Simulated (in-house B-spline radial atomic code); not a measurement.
**Binding energies in Pt⁴³⁺**

NIST's tabulated ground configuration is [Ar] 3d10 4s2 4p5; each binding energy is the energy of the ion with one electron taken from that subshell, relaxed, less that of the parent. All numbers are computed (Dirac-Hartree-Fock, average of configuration; Fermi nucleus of rms radius 5.427 fm) with an all-electron radial atomic-structure program (B-spline basis), not measured. Energies include first-order Breit, QED and recoil terms.

```json
{"subshell": "2s", "X-ray name": "L1", "binding energy (eV)": "16001.4", "-ε (eV)": "16078.3", "relaxation (eV)": "23.1"}
{"subshell": "3s", "X-ray name": "M1", "binding energy (eV)": "5331.8", "-ε (eV)": "5348.7", "relaxation (eV)": "5.1"}
{"subshell": "3d3/2", "X-ray name": "M4", "binding energy (eV)": "4240.4", "-ε (eV)": "4251.7", "relaxation (eV)": "6.7"}
{"subshell": "3d5/2", "X-ray name": "M5", "binding energy (eV)": "4156.5", "-ε (eV)": "4165.9", "relaxation (eV)": "6.3"}
{"subshell": "4s", "X-ray name": "N1", "binding energy (eV)": "2476.3", "-ε (eV)": "2480.7", "relaxation (eV)": "0.6"}
{"subshell": "4p", "X-ray name": "N2,3", "binding energy (eV)": "2272.2", "-ε (eV)": "2275.4", "relaxation (eV)": "0.6"}
```

Relaxation = -ε minus the binding energy without Breit, QED and recoil terms.
